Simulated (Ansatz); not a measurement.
Mulliken charges of HI₃Sn, SMILES `[I][SnH]([I])[I]` from r2SCAN/def2-TZVPP in Ansatz (PBE0-D4/def2-TZVP geometry).

| atom | x (Å) | y (Å) | z (Å) | charge (e) |
| --- | --- | --- | --- | --- |
| I1 | -1.468 | -0.017 | 2.134 | -0.218 |
| Sn2 | 0.142 | 0.140 | 0.016 | 0.728 |
| I3 | 1.471 | -2.156 | -0.237 | -0.218 |
| I4 | -1.333 | 0.533 | -2.169 | -0.218 |
| H5 | 1.238 | 1.426 | 0.215 | -0.075 |

Task: By hand: the dipole of these point charges (1 e Å = 4.8032 D).

Result: Σ q r = (0.300, 0.352, 0.055) e Å, of length 0.466 e Å = 2.24 D.

Task: How does the dipole of the full density compare? (Best estimate.)

Result: Computed: (0.130, 0.152, 0.023) e Å, 0.97 D; the point charges give 2.31 times that, at 0° from its direction.

Point charges leave out the atoms' own dipoles, such as those of lone pairs, and Mulliken's split depends on the basis, so the two needn't agree.
